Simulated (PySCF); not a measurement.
## Al (aluminium, neutral): UHF calculation

Configuration: [Ne] 3s1 3p2, high-spin 4P determinant (an excited configuration). All numbers are calculated (PySCF 2.14, the non-relativistic Hamiltonian (point nucleus), in aug-cc-pV(Q+d)Z with one added diffuse shell each of s, p, d, f, g type (8s7p6d4f3g, 114 functions)).

```json
{"Total energy": "-241.792607 hartree", "One-electron energy": "-336.0483 hartree", "Hartree (Coulomb) energy": "112.4247 hartree", "Exchange energy": "-18.1691 hartree", "Kinetic energy": "241.81047 hartree", "⟨S²⟩": "3.7500", "⟨L²⟩": "2.024", "Sum of ⟨r⟩": "13.93 bohr", "Sum of ⟨r²⟩": "34.51 bohr²", "Traceless quadrupole moment −½Σ⟨3z² − r²⟩ along its main axis": "5.19 e·bohr²", "Density at the nucleus (Gaussians lack the cusp)": "1380 bohr⁻³", "Spin density at the nucleus": "2.50 bohr⁻³", "Langevin diamagnetic susceptibility": "-27.3 ×10⁻⁶ cm³/mol"}
```

| shell | electrons | mean orbital energy (eV) | spread (eV) | rms radius, mean of both spins (bohr) |
| --- | --- | --- | --- | --- |
| 1s α | 1 | -1593.0 | 0 | 0.140 |
| 1s β | 1 | -1592.6 | 0 | 0.140 |
| 2s α | 1 | -134.87 | 0 | 0.678 |
| 2s β | 1 | -134.06 | 0 | 0.678 |
| 2p α | 3 | -88.932 | 0.185 | 0.674 |
| 2p β | 3 | -88.296 | 0.328 | 0.674 |
| 3s α | 1 | -14.176 | 0 | 2.73 |
| 3p α | 2 | -7.126 | 0 | 3.42 |

Spin-orbit constants ζ (cm⁻¹) from the X2C one-electron operator on these orbitals (non-relativistic here): bare nucleus, nucleus screened by l(l+1)(2l+1)/3 electrons, and screened by the Breit-Pauli mean field of the electrons.

```csv
shell,bare,screened nucleus,mean field
2p,2636,2231,2047
3p,100.4,84.97,76.24
```

To first order the Landé constant is A = 25.41 cm⁻¹, so the lowest level has J = 1/2 and lies 0.00788 eV below the centre of the term. This holds in LS coupling only.
